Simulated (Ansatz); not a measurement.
Species: sum formula MoO2F (charge 0, doublet). The spin state was set by rule; other spins were not relaxed. 
Coordinates optimised at B3LYP-D3(BJ)/def2-TZVP (Ansatz, a first-principles code):
SMILES: [O]=[Mo](=[O])[F]
```xyz
4

Mo     0.0212    -0.0412    -0.1252
O     -1.3401    -1.0131     0.0890
O     -0.4295     1.5162    -0.5888
F      1.4741    -0.2550     1.0287
```
Charge 0, spin multiplicity 2.

Total electronic energies in hartree. Correlated levels leave the core frozen unless marked. UHF or UKS for open shells. Spin-orbit coupling is left out. The frozen core is the preceding noble-gas configuration, with the filled d and f shells of earlier blocks. In def2 rows, elements after Kr have scalar-relativistic effective core potentials. STO-3G rows are all-electron and non-relativistic. CBS(X,Y): correlation extrapolated as X^-3; Hartree-Fock from the larger set. The bracket is a focal-point correction in the basis named.

The UHF reference is spin-contaminated (<S^2> 0.75 over the pure value in the largest basis). The T1 diagnostic of CCSD in the largest basis is 0.075, which is high, so the coupled-cluster rows are less sure than usual.

```
level                                                              program  energy (Eh)
----------------------------------------------------------  --------------  -----------
RI-HF/def2-TZVPP                                                    Ansatz   -316.86523
PBE/def2-TZVPD                                                      Ansatz   -318.53393
PBE-D3(BJ)/def2-TZVPD                                       Ansatz + dftd3   -318.53641
BLYP-D4/def2-TZVPD                                          Ansatz + dftd4   -318.72179
r2SCAN-D4/def2-TZVPD                                        Ansatz + dftd4   -318.66440
B97M-V/def2-TZVPD                                                   Ansatz   -318.64893
PBE0/def2-SVP                                                       Ansatz   -318.11706
PBE0-D3(BJ)/def2-TZVP                                       Ansatz + dftd3   -318.44715
PBE0-D4/def2-TZVP                                           Ansatz + dftd4   -318.44748
BHLYP-D3(BJ)/def2-TZVPD                                     Ansatz + dftd3   -318.46259
r2SCAN0/def2-TZVPD                                                  Ansatz   -318.54001
HSE06-D3(BJ)/def2-TZVPD                                     Ansatz + dftd3   -318.44021
HSE06-D4/def2-TZVPD                                         Ansatz + dftd4   -318.44080
HSE06/def2-TZVPD                                                    Ansatz   -318.43839
CAM-B3LYP-D3(BJ)/def2-TZVPD                                 Ansatz + dftd3   -318.60113
LC-wPBE/def2-TZVPD                                                  Ansatz   -318.57159
wB97M-V/def2-TZVPD                                                  Ansatz   -318.55569
B2GP-PLYP-D4/def2-TZVPD                                     Ansatz + dftd4   -318.32216
MP2/def2-SVP                                                        Ansatz   -317.23259
RI-MP2/def2-TZVPP                                                   Ansatz   -317.78818
SCS-MP2/def2-SVP                                                    Ansatz   -317.18127
CCSD(T)/STO-3G                                                      Ansatz  -4182.12542
RI-MP2/CBS(def2-TZVPP,def2-QZVPP)+[CCSD(T)-MP2]/def2-TZVPP          Ansatz    -317.9987
```

Totals of different functionals don't rank their quality; only differences between species are comparable.
